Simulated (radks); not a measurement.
Values are calculated unless marked as measured or tabulated.
Tl XXXIV, 48 electrons, occupied as [Kr] 4d10 4f2 (the NIST ground configuration). Code: a radial shooting solver on a logarithmic mesh with Libxc functionals. Model: Dirac Kohn-Sham, RPBE, spin-unpolarised, spherical densities, point nucleus; open shells fill j = l - 1/2 first. Some entries of the table are withheld. Estimate them.

orbital  occ.  eigenvalue (eV)  <1/r> (bohr^-1)  r(max) (bohr)
1s1/2       2        -86738.89              (1)        0.01002
2s1/2       2        -16459.08            24.55        0.05834
2p1/2       2        -15843.90              (2)        0.04280
2p3/2       4        -13779.11              (3)        0.05040
3s1/2       2        -4877.119            9.045         0.1640
3p1/2       2        -4602.791            8.947         0.1529
3p3/2       4        -4139.415            7.700         0.1681
3d3/2       4        -3690.832            7.585         0.1308
3d5/2       6        -3592.009            7.306         0.1349
4s1/2       2        -1951.023              (4)         0.3592
4p1/2       2        -1831.760            3.988         0.3555
4p3/2       4        -1700.040            3.570         0.3824
4d3/2       4        -1507.332            3.429         0.3686
4d5/2       6        -1480.536            3.337         0.3762
4f5/2       2        -1242.892            3.127         0.3156
4f7/2       0        -1235.597            3.094         0.3186

Answer. 
(1) 1s1/2 <1/r> (bohr^-1): 99.56
(2) 2p1/2 <1/r> (bohr^-1): 24.49
(3) 2p3/2 <1/r> (bohr^-1): 19.68
(4) 4s1/2 <1/r> (bohr^-1): 4.078
